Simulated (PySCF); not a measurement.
# Relaxation of quartet FeCl₃

These are results of UB3LYP/[Fe def2-SVP, Cl def2-SVP], no relativity, density fitting, PySCF, not measurements. A (50,194) grid was used.

A start at or just off a symmetric point, pushed along the force that breaks its symmetry, of Cs symmetry, free to break it:

```xyz
4
charge 0 multiplicity 4, angstrom
Fe    0.0229   -0.0059    0.0000
Cl    2.1395    0.0085    0.0000
Cl   -1.0834    1.8267    0.0000
Cl   -1.0927   -1.8258    0.0000
```

Optimiser trace:
| step | E − E(last) (kJ/mol) | largest gradient (Eh/bohr) |
| --- | --- | --- |
| 0 | 10.26 | 0.00690 |
| 1 | 7.03 | 0.00496 |
| 2 | 1.79 | 0.00400 |
| 3 | 1.48 | 0.00240 |
| 4 | 1.41 | 0.00082 |
| 5 | 1.40 | 0.00031 |
| 6 | 1.38 | 0.00040 |
| 7 | 1.26 | 0.00231 |
| 8 | 0.68 | 0.00472 |
| 9 | 0.51 | 0.00452 |
| 10 | 0.29 | 0.00382 |
| 11 | 0.20 | 0.00350 |
| 12 | 0.10 | 0.00271 |
| 13 | 0.04 | 0.00144 |
| 14 | 0.03 | 0.00091 |
| 15 | 0.01 | 0.00035 |
| 16 | 0.00 | 0.00039 |
| 17 | 0.00 | 0.00015 |

It ends at C2v with Fe–Cl 2.117 Å, Fe–Cl 2.127 Å (×2); Cl–Fe–Cl 110.5° (×2), Cl–Fe–Cl 139.1° (after a last refinement on a finer grid). The frequency run here used a shortcut that can spoil soft modes, so no verdict on minimum or saddle point is given.

Final geometry:
```xyz
4
charge 0 multiplicity 4, angstrom
Fe    0.0682   -0.1190    0.0000
Cl    2.1664    0.2278    0.0000
Cl   -0.9853    1.7176    0.0000
Cl   -1.2903   -1.7551    0.0000
```

The determinant is spin-contaminated (⟨S²⟩ = 3.98, pure value 3.75). Open d and f shells are described by one determinant, and the ground state may have another occupation or spin. At this level a sextet minimum of D3h symmetry lies 72 kJ/mol below this structure.
